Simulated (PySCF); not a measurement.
Dipole response of Hf³⁺ (hafnium, charge +3)

[Xe] 4f14 5d1, 2D determinant. All numbers are calculated (PySCF 2.14, scalar relativity through the core potential, in aug-cc-pVTZ-PP with one added diffuse shell each of s, p, d, f, g type with ECP60MDF (7s7p6d4f3g, 113 functions)). Coupled (time-dependent) response in atomic units; α is the mean over directions.

```json
{"method": "TPSS", "mean α (bohr³)": "6.361", "α xx, yy, zz": "7.475, 7.475, 4.133", "C₆ (like pair)": "25.50", "S(−4)": "24.84"}
```

S(−4) is the Cauchy moment in α(ω) = α(0) + S(−4) ω² + …

Spin-orbit coupling is absent.

α(iu) at TPSS:

```json
{"u (hartree)": "0", "α(iu) (bohr³)": "6.361"}
{"u (hartree)": "0.0500", "α(iu) (bohr³)": "6.300"}
{"u (hartree)": "0.100", "α(iu) (bohr³)": "6.133"}
{"u (hartree)": "0.200", "α(iu) (bohr³)": "5.623"}
{"u (hartree)": "0.300", "α(iu) (bohr³)": "5.080"}
{"u (hartree)": "0.500", "α(iu) (bohr³)": "4.193"}
{"u (hartree)": "0.750", "α(iu) (bohr³)": "3.397"}
{"u (hartree)": "1.00", "α(iu) (bohr³)": "2.802"}
{"u (hartree)": "1.50", "α(iu) (bohr³)": "1.962"}
{"u (hartree)": "2.00", "α(iu) (bohr³)": "1.416"}
{"u (hartree)": "3.00", "α(iu) (bohr³)": "0.8055"}
{"u (hartree)": "5.00", "α(iu) (bohr³)": "0.3442"}
```

A single London oscillator, α(iu) = α/(1 + u²/ω²), gives C₆ = (3/4) ω α². Matching the computed C₆ needs ω = 4 × 25.50 / (3 × 6.361²) = 0.840 hartree.

For an ion, C₆ is the dispersion term alone; charge-induced terms of lower order in 1/R come first.

The components differ because the open shell of this determinant is not spherical; for a pure term their mean is the scalar polarisability.

Energies and moments cover only the electrons outside the core potential. Spin-orbit coupling, absent here, splits the open shell strongly.
